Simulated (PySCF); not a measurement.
B(OH)(OMe)(NH2) (CH₆BNO₂), SMILES NB(OC)O. Atoms are numbered in the order given.

```xyz
11

B     -0.0593    -0.5213     0.0000
O     -0.8560    -1.6359     0.0000
H     -0.3597    -2.4564     0.0000
O     -0.7316     0.6714     0.0000
C     -0.0592     1.8890     0.0000
H      0.5790     2.0175    -0.8953
H     -0.7988     2.7035     0.0000
H      0.5790     2.0175     0.8953
N      1.3601    -0.5835     0.0000
H      1.9477     0.2371     0.0000
H      1.8847    -1.4455     0.0000
```

Coordinates come from a PBE0-D3(BJ)/def2-SVP optimisation. One conformer was computed; it need not be the lowest.

Level of theory: TDDFT-PBE/def2-SVPD (PySCF 2.14.0).

Vertical excitations. Isolated molecule, no solvent. State labels are in the subgroup Cs.

Problem. Estimate the UV-visible absorptions. (Estimate from the structure and the level; the computed values follow.)

Solution. 
```tsv
state	symmetry	energy (eV)	λ (nm)	f	main pairs
S1	A"	5.67	219	0.018	HOMO→LUMO 100 %
S2	A"	6.05	205	0.001	HOMO−1→LUMO 100 %
S3	A"	6.58	188	0.010	HOMO→LUMO+1 100 %
S4	A'	6.67	186	0.002	HOMO−2→LUMO 100 %
S5	A"	7.00	177	0.001	HOMO−1→LUMO+1 100 %
S6	A"	7.38	168	0.003	HOMO→LUMO+2 99 %
S7	A'	7.63	163	0.011	HOMO−2→LUMO+1 99 %
S8	A"	7.65	162	0.002	HOMO→LUMO+3 99 %
S9	A"	7.76	160	0.005	HOMO−1→LUMO+2 99 %
S10	A'	7.90	157	0.022	HOMO−3→LUMO 97 %
T1	A"	5.50	225	0	HOMO→LUMO 99 %
T2	A"	5.96	208	0	HOMO−1→LUMO 99 %
T3	A"	6.50	191	0	HOMO→LUMO+1 99 %
T4	A'	6.61	188	0	HOMO−2→LUMO 100 %
```
Triplets are in the Tamm–Dancoff approximation, which puts them higher than full response would, so one can lie above its singlet here.
